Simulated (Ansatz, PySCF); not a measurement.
Stretching the B1–H2 bond in BH2I (SMILES BI) (multiplicity 1 held, fragments rigid). Energies count from the point at 1.183 Å.
Geometry at that point (charge 0, multiplicity 1):
```xyz
4

B     -1.0069    -1.5282     0.2633
H     -0.6251    -2.3051     1.0692
H     -1.9865    -1.6589    -0.3861
I      0.1443     0.2190    -0.0377
```

Restricted levels (R-, RO-) in cc, def2 and unpolarised 6-31G sets keep to the state of the molecule at rest. Unrestricted levels (U-) break spin symmetry where that is lower. Active spaces are followed from a long bond inwards. Curves can end on different states.

Correlated levels freeze the cores. Filled d and f shells under p-block atoms count as core. Rows in LANL2DZ carry no dispersion term and start afresh at each structure. LANL2DZ brings its own core potentials from Na on.

Run with Ansatz (a program for electronic structure); PySCF for LANL2DZ rows. Values without a source in brackets are computed. In def2 rows elements past Kr take small-core potentials, without spin–orbit coupling.

| level | energy at R = 3.784 Å (kcal/mol) |
|---|---|
| U-HF/def2-TZVPP | 87.46 |
| R-BP86/LANL2DZ | 130.81 |
| U-r2SCAN/def2-TZVPP | 103.17 |
| R-B3LYP/LANL2DZ | 142.97 |
| U-MP2/def2-TZVPP | 106.32 |
| R-SCS-MP2/def2-TZVPP | 136.83 |
| U-CCSD(T)/def2-TZVPP | 107.78 |
| CASSCF(2,2)/def2-TZVPP | … |
| FIC-MRCISD+Q on CASSCF(2,2)/def2-TZVPP | 107.39 |

### Question
What belongs in the gaps?

### Answer

- CASSCF(2,2)/def2-TZVPP, energy at R = 3.784 Å (kcal/mol): 96.74

Doubts at one or more of the structures used: a spin-contaminated determinant (U-HF/def2-TZVPP, U-r2SCAN/def2-TZVPP, U-MP2/def2-TZVPP, U-CCSD(T)/def2-TZVPP); a restricted determinant that unrestricted orbitals would lower (R-SCS-MP2/def2-TZVPP).
